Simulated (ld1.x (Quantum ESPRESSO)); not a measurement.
**u(r) = r·R(r): atom against pseudo-atom (germanium)**

Columns: radius, all-electron u(r) and pseudo u(r) of the 4p shell (level -4.08 eV) of germanium in the configuration [Ar] 3d10 4s2 4p2; LDA (PZ), non-relativistic, RRKJ scheme, ld1.x (Quantum ESPRESSO) 7.5.

```
r (bohr)  all-electron  pseudo
   0.105        0.1508  0.0011
   0.210        0.0315  0.0050
   0.315       -0.1484  0.0129
   0.420       -0.2417  0.0264
   0.525       -0.2422  0.0473
   0.630       -0.1817  0.0769
   0.735       -0.0901  0.1158
   0.840        0.0126  0.1632
   0.945        0.1148  0.2177
   1.050        0.2099  0.2764
   1.155        0.2949  0.3364
   1.260        0.3687  0.3944
   1.365        0.4312  0.4475
   1.470        0.4829  0.4937
   1.575        0.5247  0.5319
   1.680        0.5576  0.5621
   1.785        0.5826  0.5849
   1.890        0.6005  0.6013
   1.995        0.6124  0.6125
   2.100        0.6190  0.6190
   2.205        0.6210  0.6210
   2.310        0.6193  0.6193
   2.415        0.6143  0.6143
   2.520        0.6066  0.6066
   2.625        0.5966  0.5966
   2.730        0.5848  0.5848
```

Problem. How many radial nodes do the two functions have?

Solution. The all-electron 4p function has n − l − 1 = 2; the pseudo-wave has 0, since the states of the same l below it are removed with the core.

Problem. At about which radius was the pseudo-wave matched?

Solution. 2.10 bohr, where the columns begin to agree (steps of 0.10 bohr).

Problem. Where does each function peak?

Solution. Outermost all-electron maximum near 2.21 bohr, pseudo maximum near 2.21 bohr (to the table’s step).

Problem. Is the pseudo-wave norm-conserving?

Solution. Yes: the RRKJ scheme keeps the norm inside the radius equal to the all-electron one, which fixes the energy derivative of the logarithmic derivative at the level.
